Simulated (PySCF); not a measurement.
Te(Cl)(NMe2) (C2H6ClNTe), SMILES CN(C)[Te]Cl.

Geometry optimised at PBE0-D3(BJ)/def2-SVP. The structure was generated by enumeration, and PubChem lists no compound with its InChIKey, so it may never have been made. The def2 effective core potentials stand for the cores of Te; spin–orbit coupling is left out. The values are those of a single conformer.

The numbers are results of HF/def2-TZVP (PySCF), not measurements.

Symmetry labels are those of the subgroup Cs that the program uses (full group Cs).

Problem. List the valence orbital energies around the gap with their symmetry. (Estimate from the structure and the level; the computed values follow.)

Solution. 
```tsv
orbital	symmetry	energy (eV)
HOMO−7	A"	-15.09
HOMO−6	A"	-14.45
HOMO−5	A'	-13.89
HOMO−4	A'	-12.75
HOMO−3	A"	-12.58
HOMO−2	A'	-11.74
HOMO−1	A'	-10.32
HOMO	A"	-8.78
LUMO	A'	1.16
LUMO+1	A'	2.33
LUMO+2	A'	3.77
LUMO+3	A"	4.84
```
